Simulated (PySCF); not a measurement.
Job file and geometry (Å, from GFN2-xTB) of an NMR shielding run on `B[SiH2]B(CC#CC)OCC`, C$_{6}$H$_{14}$B$_{2}$OSi, PySCF 2.14.0, density-fitted response routines, GIAO PBE0/pcSseg-1 NMR shielding, non-relativistic, gas phase; density fitting, a coarse starting grid and PySCF grid level 2 are the driver's defaults:

```
$ OMP_NUM_THREADS=1 python probes_run.py task.json out

{"job": {"kind": "nmr", "xc": "PBE0", "basis": "pcSseg-1"}, "charge": 0, "multiplicity": 1}
B     -0.347125     3.470083    -0.658034
Si    -1.398483     2.525259     0.676051
B     -0.833141     0.622452     0.531042
C      0.305840    -0.008269     1.487465
C      1.487339    -0.341042     0.712095
C      2.444974    -0.603272     0.038865
C      3.618622    -0.926627    -0.747468
O     -1.404114    -0.049334    -0.460889
C     -1.180265    -1.400477    -0.825550
C     -2.190023    -2.315784    -0.144622
H      0.747592     3.826254    -0.439279
H     -0.733772     3.614102    -1.754495
H     -1.207556     2.996689     2.069627
H     -2.865324     2.644838     0.530293
H     -0.051900    -0.921520     1.976081
H      0.597580     0.686090     2.279691
H      4.522399    -0.672874    -0.192625
H      3.635992    -1.992841    -0.976656
H      3.610593    -0.365836    -1.682859
H     -0.157693    -1.695508    -0.566364
H     -1.299351    -1.452751    -1.913055
H     -3.201913    -2.023454    -0.414057
H     -2.088797    -2.252463     0.936381
H     -2.023211    -3.343950    -0.454080
```

**Question.** What does the program print?

**Answer.** 
```
coarse grid: 20080 points
cycle   1  E = -650.6304035348  dE =  9.821e-01  |g| = 6.521e-01  |ddm| = 4.656e+00
cycle   2  E = -650.5532757157  dE =  7.713e-02  |g| = 9.322e-01  |ddm| = 1.572e+00
cycle   3  E = -650.7181376883  dE = -1.649e-01  |g| = 1.615e-01  |ddm| = 1.012e+00
cycle   4  E = -650.7232075045  dE = -5.070e-03  |g| = 3.876e-02  |ddm| = 1.818e-01
cycle   5  E = -650.7235161162  dE = -3.086e-04  |g| = 1.762e-02  |ddm| = 4.920e-02
cycle   6  E = -650.7235734966  dE = -5.738e-05  |g| = 8.702e-03  |ddm| = 1.901e-02
cycle   7  E = -650.7235920983  dE = -1.860e-05  |g| = 7.612e-04  |ddm| = 7.260e-03
cycle   8  E = -650.7235922378  dE = -1.395e-07  |g| = 2.324e-04  |ddm| = 1.032e-03
final grid: 188008 points
cycle   9  E = -650.7922112493  dE = -5.902e-05  |g| = 1.174e-02  |ddm| = 5.181e-02
cycle  10  E = -650.7921868460  dE =  2.440e-05  |g| = 1.676e-02  |ddm| = 2.266e-02
cycle  11  E = -650.7922402479  dE = -5.340e-05  |g| = 2.270e-03  |ddm| = 1.323e-02
cycle  12  E = -650.7922413437  dE = -1.096e-06  |g| = 2.827e-04  |ddm| = 2.351e-03
cycle  13  E = -650.7922413517  dE = -8.034e-09  |g| = 2.156e-04  |ddm| = 3.896e-04
cycle  14  E = -650.7922413624  dE = -1.075e-08  |g| = 6.234e-05  |ddm| = 2.127e-04
cycle  15  E = -650.7922413634  dE = -9.270e-10  |g| = 1.311e-05  |ddm| = 6.349e-05
converged SCF energy = -650.7922413634

GIAO shielding tensors (ppm)
atom      isotropic    diamagn.    paramagn.     s11        s22        s33       span
  0 B      -14.668     198.103    -212.770   -149.170    -49.563    154.730    303.899
  1 Si     442.896     882.277    -439.381    421.328    444.259    463.101     41.773
  2 B       44.917     197.788    -152.872     -1.605     41.552     94.804     96.409
  3 C      171.713     259.255     -87.542    155.985    172.256    186.898     30.913
  4 C      108.644     266.455    -157.812     17.933     33.294    274.703    256.770
  5 C      102.601     270.123    -167.522     17.316     23.433    267.053    249.737
  6 C      182.006     254.226     -72.220    174.478    174.656    196.886     22.408
  7 O       81.106     396.960    -315.854    -86.370     -6.327    336.014    422.384
  8 C      119.735     248.111    -128.376     86.406    108.049    164.752     78.347
  9 C      165.977     248.867     -82.891    145.734    167.214    184.982     39.248
 10 H       20.979      30.860      -9.882      6.989     26.297     29.650     22.661
 11 H       21.005      30.722      -9.717      7.421     26.338     29.258     21.837
 12 H       27.939      29.546      -1.607     24.543     26.937     32.336      7.793
 13 H       27.930      29.457      -1.527     24.555     26.386     32.849      8.293
 14 H       29.770      32.578      -2.807     27.018     27.601     34.692      7.674
 15 H       29.122      31.713      -2.591     24.897     27.539     34.930     10.032
 16 H       29.702      26.789       2.914     24.421     27.792     36.894     12.473
 17 H       29.860      29.801       0.059     24.610     28.330     36.639     12.029
 18 H       29.835      32.162      -2.327     24.403     28.515     36.588     12.186
 19 H       26.568      35.517      -8.949     21.092     27.387     31.226     10.135
 20 H       27.464      32.110      -4.646     23.600     27.172     31.620      8.020
 21 H       30.031      28.840       1.191     26.443     28.019     35.631      9.187
 22 H       30.625      31.358      -0.733     26.388     30.616     34.870      8.482
 23 H       30.680      28.387       2.293     26.846     27.625     37.570     10.724
```

Size and cost of the density-fitted run: 247 basis functions, 2.6 min wall time on 1 thread of an Arm Neoverse N1, shared host; peak memory 1.1 GiB.
